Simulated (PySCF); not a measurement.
Correlation energy of Bi³⁺ (bismuth, charge +3)

[Xe] 4f14 5d10 6s2, closed-shell 1S. Computed with PySCF 2.14 in def2-TZVPPD with the def2 core potential (60 electrons), with a scalar-relativistic core potential. Frozen: nothing; 20 electrons correlated.

| level | correlation energy (mhartree) |
| --- | --- |
| CCSD | -367.67 |
| (T) | -6.12 |
| CCSD(T) | -373.79 |

Diagnostics: T1 = 0.0063, D1 = 0.0146, largest double amplitude 0.057.

Cost of the coupled-cluster step: about 5 core-seconds, for 20 correlated electrons.

Iterations:

```
CC2 = 0
CCSD nocc = 10, nmo = 56
frozen orbitals []
max_cycle = 100
direct = 0
conv_tol = 1e-08
conv_tol_normt = 1e-06
diis_space = 8
diis_start_cycle = 0
Init t2, MP2 energy = -212.279641024454  E_corr(MP2) -0.396948788407919
Init E_corr(CCSD) = -0.396948788408296
cycle = 1  E_corr(CCSD) = -0.358298650009782  dE = 0.0386501384  norm(t1,t2) = 0.0320287
cycle = 2  E_corr(CCSD) = -0.368089519033222  dE = -0.00979086902  norm(t1,t2) = 0.00831859
cycle = 3  E_corr(CCSD) = -0.367185737764757  dE = 0.000903781268  norm(t1,t2) = 0.00219698
cycle = 4  E_corr(CCSD) = -0.367663943991971  dE = -0.000478206227  norm(t1,t2) = 0.000688205
cycle = 5  E_corr(CCSD) = -0.36767806287918  dE = -1.41188872e-05  norm(t1,t2) = 6.00646e-05
cycle = 6  E_corr(CCSD) = -0.367673052542263  dE = 5.01033692e-06  norm(t1,t2) = 1.15331e-05
cycle = 7  E_corr(CCSD) = -0.367673634548171  dE = -5.82005909e-07  norm(t1,t2) = 1.52712e-06
cycle = 8  E_corr(CCSD) = -0.367673688830753  dE = -5.42825819e-08  norm(t1,t2) = 1.15447e-07
cycle = 9  E_corr(CCSD) = -0.36767368778886  dE = 1.04189346e-09  norm(t1,t2) = 1.85566e-08
CCSD converged
E(CCSD) = -212.2503659238349  E_corr = -0.3676736877888598
CCSD(T) correction = -0.0061198446442731
```

The basis has no tight functions for the innermost shells, so their pair energies are far from complete.

This basis was not built for core-valence correlation, so the inner-shell part is incomplete.
